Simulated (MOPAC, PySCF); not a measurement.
CH7B3, SMILES `BBCB`, neutral singlet in the gas phase. 

Cartesian coordinates (Å):
SMILES: BBCB
```xyz
11

B      2.0680    -0.0005     0.1579
B      0.5952    -0.2728    -0.5055
C     -0.7338    -0.3997     0.3342
B     -1.7622     0.6020    -0.2431
H      2.4877     1.1085     0.3222
H      2.7883    -0.8892     0.5079
H      0.4982    -0.3908    -1.6967
H     -0.5843    -0.3506     1.4119
H     -1.0595    -1.4102     0.0336
H     -2.2411     0.4064    -1.3179
H     -2.0565     1.5967     0.3466
```
Charge 0, multiplicity 1.

All levels are single points at this geometry (B3LYP-D3(BJ)/def2-TZVP); Pople sets use spherical d functions. Orbital energies aren't observables, and empty levels follow the basis.

PBE/6-31G* in PySCF gives gap (eV) = 4.03.

Problem. Estimate the gap (eV) from each of these levels: B3LYP-D3(BJ)/def2-TZVP in PySCF; PBE-D3(BJ)/def2-TZVP in PySCF; B3LYP/3-21G in PySCF; B3LYP/6-311+G** in PySCF; M06-2X/6-31G* in PySCF; HF/3-21G in PySCF; HF/6-31G* in PySCF; HF/STO-3G in PySCF; AM1 in MOPAC; PM3 in MOPAC; PM6 in MOPAC; PM7 in MOPAC.

Solution. 
| level | gap (eV) |
|---|---|
| B3LYP-D3(BJ)/def2-TZVP in PySCF | 5.87 |
| PBE-D3(BJ)/def2-TZVP in PySCF | 3.96 |
| B3LYP/3-21G in PySCF | 6.00 |
| B3LYP/6-311+G** in PySCF | 5.87 |
| M06-2X/6-31G* in PySCF | 8.58 |
| HF/3-21G in PySCF | 13.35 |
| HF/6-31G* in PySCF | 13.49 |
| HF/STO-3G in PySCF | 16.00 |
| AM1 in MOPAC | 11.31 |
| PM3 in MOPAC | 11.41 |
| PM6 in MOPAC | 9.34 |
| PM7 in MOPAC | 9.47 |
